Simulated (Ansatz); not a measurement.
Frontier orbitals of C₂H₃BrSi (`BrC1=C[SiH2]1`).

The species carries charge 0 and has multiplicity 1. Correlated methods include outer-core shells of Br, which these sets cover unevenly. Scalar relativity is left out up to krypton. Geometry: relaxed with PBE0-D4/def2-TZVP. Basis def2-TZVPP, Ansatz.

| functional | HOMO (eV) | LUMO (eV) |
| --- | --- | --- |
| revPBE | -6.42 | -1.55 |

**Question.** Give HOMO and LUMO (eV) with LDA (SPW92), PBE, BLYP, r2SCAN, B97M-V, PBE0, B3LYP, r2SCANh, r2SCAN0, HSE06 (plane-wave form), BHLYP, CAM-B3LYP, LC-ωPBE, ωB97X-V, ωB97M-V, HF. (Best estimate.)

**Answer.** The calculation gave: 
```tsv
functional	HOMO	LUMO
LDA (SPW92)	-6.61	-1.81
PBE	-6.47	-1.63
BLYP	-6.30	-1.50
r2SCAN	-6.72	-1.40
B97M-V	-6.80	-1.43
PBE0	-7.64	-0.76
B3LYP	-7.41	-0.97
r2SCANh	-7.15	-1.09
r2SCAN0	-7.80	-0.62
HSE06 (plane-wave form)	-7.25	-1.13
BHLYP	-8.65	0.16
CAM-B3LYP	-8.91	0.29
LC-ωPBE	-10.23	1.44
ωB97X-V	-9.90	1.31
ωB97M-V	-9.75	1.07
HF	-10.13	2.35
```

B3LYP here is the variant with VWN-RPA as its local correlation; programs differ in this. LC-ωPBE has ω = 0.4 bohr⁻¹. Positive LUMOs are unbound and depend on the basis.
